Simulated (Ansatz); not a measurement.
Z-matrix (Å, degrees):
```
In
S 1 2.389
Br 1 2.447 2 120.8
Br 1 2.452 2 120.2 3 -179.2
S 2 2.057 1 102.1 3 -6.6
H 5 1.346 2 98.1 1 90.9
```

Total charge 0; spin multiplicity 1. In takes the def2 core potential.

Problem. List the CAM-B3LYP/def2-TZVPP orbital energies in eV (the Gaussian-basis code of Ansatz). (Estimate.)

Solution. The calculation gave: Occupied: -13141.04, -13141.03, -2421.02, -2420.99, -1702.52, -1702.52, -1534.28, -1534.27, -1534.22, -1534.21, -1534.21, -1534.21, -238.60, -238.59, -218.98, -218.94, -179.51, -179.50, -179.33, -179.32, -179.31, -179.30, -163.61, -163.55, -163.49, -163.43, -163.32, -163.31, -130.85, -87.54, -87.35, -87.32, -73.84, -73.84, -73.79, -73.79, -73.78, -73.77, -73.63, -73.63, -73.63, -73.63, -24.92, -24.79, -24.75, -24.37, -24.35, -24.01, -22.91, -22.61, -20.12, -14.32, -13.60, -12.03, -11.68, -10.95, -10.43, -10.04, -10.00, -9.86, -9.35, -8.64. Lowest empty: -1.74, -0.92, -0.40, 0.88, 1.77, 1.90, 2.18, 2.85.
